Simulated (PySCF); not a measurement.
# Basis-set dependence of excited states

F5Ge2H.
Structure used (PBE0-D3(BJ)/def2-SVP), in Å, numbered top down from 1:
```xyz
8
F5Ge2H angstrom
F     -1.5613   -1.2168    1.2859
Ge    -1.2339   -0.1293   -0.0121
F     -1.8629    1.3987    0.4822
Ge     1.1802    0.0968   -0.0967
F      1.8837    0.7357    1.3310
F      1.6723    1.1156   -1.3915
F      1.9355   -1.4213   -0.3788
H     -1.9586   -0.5985   -1.2724
```

TDDFT with PBE0 (PySCF), vertical singlets, core orbitals frozen in the response, spherical d and f functions. Isolated species at its PBE0-D3(BJ)/def2-SVP geometry, gas phase. Relativistic effects, spin–orbit coupling among them, are left out although an element past zinc is present.

```
      basis  functions  diffuse  S1 (eV)  S2 (eV)  S3 (eV)  S4 (eV)  S5 (eV)  LUMO (eV)  α (au)
     6-31G*        136       no     7.18     7.40     7.80     8.62     8.73      -1.41    46.7
   def2-SVP        139       no     7.19     7.45     7.86     8.74     8.83      -1.50    45.6
aug-cc-pVDZ        196      yes     7.10     7.24     7.58     8.67     8.76      -1.89    56.4
  def2-SVPD        199      yes     7.17     7.33     7.73     8.83     8.88      -1.86    56.1
  def2-TZVP        257       no     7.12     7.32     7.78     8.83     8.85      -1.65    52.1
```

How much do these states and the polarisability depend on the basis?

States are compared by their number. Against the largest diffuse basis here (def2-SVPD, itself not a converged limit), sets without diffuse functions differ by up to 0.05 eV in S1 and 0.15 eV in S5; the smaller diffuse sets differ by up to 0.07 and 0.12 eV. State by state, the largest deviation of a set without diffuse functions is S1 0.05, S2 0.11, S3 0.13, S4 0.21, S5 0.15 eV. The same number needn't mean the same state in each row. Against def2-SVPD the polarisability deviates by -17% in 6-31G*, -19% in def2-SVP, 0% in aug-cc-pVDZ, -7% in def2-TZVP.
